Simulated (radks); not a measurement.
Ta IV, configuration [Xe] 4f14 5d2 (the NIST ground configuration).

Method: Dirac Kohn-Sham, BLYP, spin-unpolarised, spherical densities, point nucleus; open shells are shared between the two j in proportion to 2j + 1; speed of light set to 411.108 atomic units (3 times the physical value, a model run); computed with a radial shooting solver on a logarithmic mesh with Libxc functionals.

Energy parts (hartree):
part                       energy
total                 -14882.5621
kinetic                15041.4859
electron-nucleus      -35516.6288
Hartree                 5894.1202
exchange-correlation    -301.5394

Orbitals (lengths in bohr, moments of r in powers of bohr; <r^-3> diverges for s and p1/2; r(90%) holds 90 % of the orbital's charge):
orbital  occ.  eigenvalue (hartree)  r(90%)       <r^4>  <r^-3>      <r>
1s1/2       2             -2297.167  0.0366   8.107e-07       -  0.02054
2s1/2       2             -378.9905   0.133   0.0001315       -  0.08675
2p1/2       2             -363.0170   0.119  0.00008253       -  0.07324
2p3/2       4             -358.6433   0.120  0.00008553   13800  0.07406
3s1/2       2             -86.92544   0.323    0.004643       -   0.2212
3p1/2       2             -79.57294   0.315    0.004148       -   0.2112
3p3/2       4             -78.64285   0.317    0.004259    2955   0.2127
3d3/2       4             -65.06104   0.289    0.002910   518.6   0.1866
3d5/2       6             -64.82068   0.290    0.002937   509.9   0.1871
4s1/2       2             -18.04692   0.709      0.1104       -   0.4946
4p1/2       2             -14.99766   0.729      0.1226       -   0.5022
4p3/2       4             -14.78734   0.734      0.1259   669.2   0.5057
4d3/2       4              -9.29682   0.786      0.1641   101.2   0.5244
4d5/2       6              -9.25054   0.788      0.1656   99.32   0.5257
5s1/2       2              -3.26083    1.70       3.667       -    1.186
5p1/2       2              -2.38968    1.91       5.757       -    1.311
5p3/2       4              -2.36006    1.93       5.939   94.30    1.322
4f5/2       6              -2.17410    1.03      0.5476   18.18   0.6180
4f7/2       8              -2.16542    1.03      0.5520   18.09   0.6191
5d3/2     0.8              -1.09825    2.77       24.86   7.583    1.823
5d5/2     1.2              -1.09484    2.78       25.12   7.427    1.828

The highest occupied level is 5d5/2 at -29.792 eV. The density falls to 0.001 e/bohr^3 at r = 3.39 bohr.
